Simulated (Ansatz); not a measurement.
BrH$_{4}$NSn (`[NH2][SnH2][Br]`). Charge 0, multiplicity 1. Sn takes the def2 core potential. All single points use the PBE0-D4/def2-TZVP geometry. It is one conformer, not always the lowest.

```xyz
7

N     0.279    0.845    0.939
Sn   -0.129   -0.419   -0.562
Br   -1.092   -2.470    0.462
H     1.254    1.055    1.091
H    -0.264    1.695    0.965
H     1.304   -0.917   -1.331
H    -1.350    0.211   -1.564
```

What is the dipole moment at PBE/def2-TZVPP? (Estimate.)

Computed: 3.33 D, with components (1.30, 2.81, -1.22) D in this frame, pointing from negative to positive charge.

And with r2SCAN, B3LYP, ωB97M-V? (Best estimate.)

The calculation gave: r2SCAN 3.44 D, B3LYP 3.42 D, ωB97M-V 3.50 D.

Give the Mulliken charges with PBE, r2SCAN, B3LYP in def2-TZVPP. (An estimate is asked.)

The calculation gave: 
```tsv
atom	PBE	r2SCAN	B3LYP
N1	-0.52	-0.58	-0.54
Sn2	0.78	0.85	0.86
Br3	-0.36	-0.38	-0.37
H4	0.15	0.16	0.14
H5	0.15	0.16	0.14
H6	-0.10	-0.11	-0.11
H7	-0.10	-0.11	-0.11
```

B3LYP here is the variant with VWN-RPA as its local correlation; programs differ in this.
